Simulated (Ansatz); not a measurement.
One geometry of Ge5PH12⁺, a doped cluster cut from the lattice of germanium (P on a surface site), several levels of theory.

```yaml
crystal:
  periodic: [false, false, false]
  atoms:
    - {symbol: Ge, position_ang: [-0.633249, -0.729576, 2.115621]}
    - {symbol: Ge, position_ang: [2.135405, -0.689651, -0.686995]}
    - {symbol: Ge, position_ang: [-0.631137, 2.114334, -0.735003]}
    - {symbol: P, position_ang: [-1.881487, 0.675638, 0.672671]}
    - {symbol: Ge, position_ang: [0.704240, 0.634898, -2.136771]}
    - {symbol: Ge, position_ang: [0.703216, -2.135321, 0.640967]}
    - {symbol: H, position_ang: [-1.734725, -1.393537, 2.952916]}
    - {symbol: H, position_ang: [0.136466, 0.325001, 2.923731]}
    - {symbol: H, position_ang: [3.095262, -1.537607, -1.532235]}
    - {symbol: H, position_ang: [2.906406, 0.251480, 0.251827]}
    - {symbol: H, position_ang: [-1.731382, 2.951454, -1.401232]}
    - {symbol: H, position_ang: [0.139027, 2.923743, 0.318236]}
    - {symbol: H, position_ang: [-2.714691, -0.134057, -0.135726]}
    - {symbol: H, position_ang: [-2.829584, 1.421094, 1.415733]}
    - {symbol: H, position_ang: [-0.305209, -0.236950, -2.901214]}
    - {symbol: H, position_ang: [1.474320, 1.553063, -3.095807]}
    - {symbol: H, position_ang: [-0.305578, -2.902431, -0.229285]}
    - {symbol: H, position_ang: [1.472701, -3.091555, 1.562556]}
basis:
  gaussian: {orbitals: 6-31G}
total_charge: 1
hamiltonian: {xc: {name: B3LYP}, dispersion: d4}
scf: {omitted_lower_state_checks: [starts]}
output: {orbitals: {seedname: orbitals}}
```

The file start.molden holds the orbitals of an earlier run on this structure, at another level or in another basis.

```sh
$ ansatz run in.yaml --threads 4 --pin off --events-out ev --progress --plain --max-ram 4787MiB
```

Shortened log:

```
Functional definition: B3LYP
1774 factors; integrals over basis functions are off by at most 3.8e-4 eV
mean field evaluation 1: about -292026.3586 eV, gradient 2.3e1 eV
mean field evaluation 2: about -292026.9665 eV, gradient 1.6e1 eV
mean field evaluation 4: about -292027.6233 eV, gradient 9.5e-1 eV
mean field evaluation 8: about -292027.6408 eV, gradient 2.3e-2 eV
mean field -292027.64078651 eV, -10731.8178554600 hartree, gradient 4.4e-5 eV, S^2 0.000000; 0 other end points of the search recorded, 0 dependent functions left out
reference -292027.64117812 eV, -10731.8178698512 hartree; 93, 93 occupied and 89, 89 virtual orbitals, 1774 factors
Total energy: -292028.68295993 eV, -10731.8561546266 hartree
Checks for a lower state left out: starts
```

It took 7.5 s on 4 threads of Arm Neoverse V2 on a shared host, peak host memory 0.81 GiB.

First input, but with `gaussian: {orbitals: def2-SVP, initial_orbitals: start.molden}`, `hamiltonian: {xc: pbe, dispersion: d4}` (abridged; 5.5 s):

```
Functional definition: PBE
mean field -291984.30767136 eV, -10730.2253928503 hartree, gradient 1.1e-5 eV, S^2 0.000000
Total energy: -291984.94553049 eV, -10730.2488337410 hartree
Checks for a lower state left out: starts
```

First input, but with `gaussian: {orbitals: def2-SVP, initial_orbitals: start.molden}`, `correlation: {method: mp2}` and without the key `hamiltonian` (abridged; 14 s):

```
Functional definition: HF
mean field -291786.76735576 eV, -10722.9659201499 hartree, gradient 2.0e-6 eV, S^2 0.000000
50 core orbitals not correlated: weight in the atoms' cores, before any rotation towards them, 1.000 or more for the frozen orbitals, at most 0.000 for the correlated occupied ones
second order -34.73483163 eV of doubles, -0.00000000 eV of singles
Total energy: -291821.50218739 eV, -10724.2424016681 hartree
Checks for a lower state left out: starts
```

Geometry: PBE0-D4/def2-SVP.

The 6-31G sets use Cartesian d functions. B3LYP takes the VWN-RPA correlation. Correlated methods freeze 50 core orbitals; core or outer-core shells of Ge are correlated, in sets that lack core-valence functions.
